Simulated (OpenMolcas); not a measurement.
A calculation on V2+.

| Property | Result |
| --- | --- |
| Program | OpenMolcas |
| Method | SS-RASPT2, IPEA 0.25 Eh, imaginary shift 0.1 Eh (closed shells correlated: 3s 3p) |
| Basis | ANO-RCC-VTZP [6s5p3d2f1g] |
| Scalar Hamiltonian | DKH2, point nucleus |
| Active space | 3 electrons in 9 orbitals (RAS2 3d 4s; RAS3 4p, at most 2 electrons) |
| State averaging | 2S+1 = 4 even, 20 roots; 2S+1 = 2 even, 65 roots kept (CI in the orbitals of an earlier block); 2S+1 = 4 odd, 30 roots; 2S+1 = 2 odd, 72 roots kept (CI in the orbitals of an earlier block) |
| Spin-orbit coupling | RASSI with atomic mean-field integrals over the reference wave functions, term energies averaged over their components |

Task: Which level of the active space comes out lowest?

Result: 3d3 4F 3/2, with 100 % of that term; it is also the measured ground level.

Task: How high does 3d3 2G 7/2 lie?

Result: 12200 cm-1 above the lowest level; measured 11966 cm-1 above the ground level, so the calculation is off by +2 %.

Task: How high does 3d3 4P 5/2 lie?

Result: 12040 cm-1 above the lowest level; measured 11770 cm-1 above the ground level, so the calculation is off by +2 %.

Task: How high does 3d3 2D 3/2(1) lie?

Result: 16690 cm-1 above the lowest level; measured 16330 cm-1 above the ground level, so the calculation is off by +2 %.

Task: The level at 15660 cm-1 has J = 3/2. What is it made of, and what is its g factor?

Result: 83 % 3d3 2P 3/2, 16 % 3d3 2D(1); g = 1.249, against 1.334 from Landé's formula for the pure leading term.

Measured values: Sugar and Corliss, J. Phys. Chem. Ref. Data 7, 1191 (1978).

Term energies are means over components that CASPT2 splits; among the terms shown or strongly mixed into the levels shown the widest spread is 600 cm-1 (3d3 4F). Some levels mix across a computed gap that differs much from the measured one, so their mixing is not that of the real levels. Terms from blocks run as CI alone lack orbitals of their own. Computed and measured levels are paired by configuration, term and J; levels that our copy of the source lacks, or whose pairing is in doubt (as where it misses far off the trend of its configuration), stay unpaired and out of the deviations. Only configurations of the active space appear.

A number in round brackets counts repeated terms of one configuration in the order of the reference energies.
